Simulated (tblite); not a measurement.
Run record: tight-binding relaxation, `c1c2ccccc2c(cc1)B(C)C`.

Computed with GFN2-xTB geometry optimisation, gas phase (tblite 0.8.0). Start geometry: from a force field or distance geometry. The input is one job of a driver script: a line of settings, then coordinates in Å.

Input:
```
{"job": {"kind": "relax", "xc": "GFN2-xTB", "basis": "xTB"}, "charge": 0, "multiplicity": 1}
C     -2.148900    -1.297000    -1.197500
B     -1.849500    -0.520600     0.162100
C     -3.148700     0.082600     0.871800
C     -0.570500     0.413200     0.116100
C     -0.745500     1.781600     0.090200
C      0.358800     2.573100     0.039700
C      1.650700     2.064300     0.037500
C      1.838100     0.699200     0.086900
C      3.107200     0.127200     0.084600
C      3.308100    -1.233100     0.128700
C      2.187400    -2.039600     0.163800
C      0.927300    -1.479700     0.166300
C      0.704100    -0.113800     0.134000
H     -3.235800    -1.229400    -1.452700
H     -1.876200    -2.344700    -1.178500
H     -1.646900    -0.741400    -2.005200
H     -3.004600     1.103100     1.259700
H     -3.513900    -0.558300     1.701700
H     -3.973700     0.206600     0.100800
H     -1.710500     2.249700     0.087300
H      0.191000     3.668200     0.014000
H      2.508500     2.723500     0.009800
H      3.958800     0.829800     0.062300
H      4.296500    -1.679100     0.124200
H      2.295900    -3.117100     0.202200
H      0.071200    -2.145400     0.203500
```

Output:
```
step      E/eV     max force
  0    -911.64194    2.604
  1    -911.93898    1.818
  2    -912.05146    1.237
  3    -912.13554    0.632
  4    -912.17110    0.559
  5    -912.20382    0.413
  6    -912.22894    0.346
  7    -912.25262    0.363
  8    -912.27413    0.367
  9    -912.29377    0.329
... (188 lines left out)
198    -912.44670    0.017
199    -912.44679    0.021
200    -912.44684    0.031
201    -912.44689    0.024
202    -912.44696    0.013
203    -912.44701    0.015
204    -912.44706    0.016
205    -912.44709    0.011
206    -912.44711    0.010
207    -912.44713    0.010
```

«max force» is the largest atomic force in eV/Å.

Problem. From which step on does the largest force stay under 0.1 eV/Å, and how much energy is left to gain from there?

Solution. From step 73 (0.046 eV/Å), 21.2 meV above the end.

Main results: energy lowered by 18.6 kcal/mol over 207 steps; largest atomic force 0.010 eV/Å at the end.

Problem. Where do the atoms end?

Solution. 0.425 Å rms from the input after alignment:
```
atom  x, y, z in Å
C1    -2.2225   -1.1730   -1.3904
B2    -1.9450   -0.2918   -0.1112
C3    -3.0245   -0.1898    1.0333
C4    -0.6284    0.5504   -0.0062
C5    -0.6922    1.9273   -0.0420
C6     0.4589    2.7263   -0.0443
C7     1.6975    2.1523    0.0047
C8     1.8282    0.7501    0.0720
C9     3.0923    0.1283    0.1468
C10    3.2012   -1.2309    0.2279
C11    2.0467   -2.0283    0.2455
C12    0.8082   -1.4542    0.1720
C13    0.6586   -0.0544    0.0690
H14   -2.9215   -0.6339   -2.0312
H15   -2.7068   -2.1184   -1.1521
H16   -1.3399   -1.3808   -1.9903
H17   -3.1380    0.8281    1.4014
H18   -2.6902   -0.7760    1.8901
H19   -4.0060   -0.5652    0.7538
H20   -1.6580    2.4112   -0.0931
H21    0.3555    3.8014   -0.0864
H22    2.5915    2.7601   -0.0003
H23    3.9757    0.7519    0.1426
H24    4.1730   -1.6999    0.2836
H25    2.1462   -3.1017    0.3208
H26   -0.0816   -2.0663    0.1974
```

Time: 2.3 s of wall time. Hardware: Arm Neoverse V1, one thread, shared host with 32 logical CPUs at a one-minute load of 7.0.
Labels such as C1 count atoms from 1, the log's own numbers from 0.
